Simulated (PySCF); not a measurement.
Calculation: PySCF 2.14.0 with B3LYP-D3(BJ)/def2-TZVP // BP86-D3(BJ)/def2-SVP. Gas-phase values, no solvent. One relaxed conformer stands for a flexible species; it need not be the lowest. B3LYP has the VWN-RPA correlation part, as in Gaussian. 

Reference species: [Ti(NH2)4] (neutral, multiplicity 1).

| Item | Value |
|---|---|
| coordination number | 4 |
| charge on the central atom (Mulliken) | 1.61 e |
| LUMO | -0.98 eV |

Changed species: [Mo(=O)(NH2)4] (M = Mo, oxo; the reference has M = Ti).

### Question
Predict the effect on the coordination number, charge on the central atom (Mulliken) and LUMO.

### Answer
the coordination number rises by 1, to 5; the charge on the central atom (Mulliken) rises by 0.19 e, to 1.80 e; the LUMO falls by 1.34 eV, to -2.32 eV.
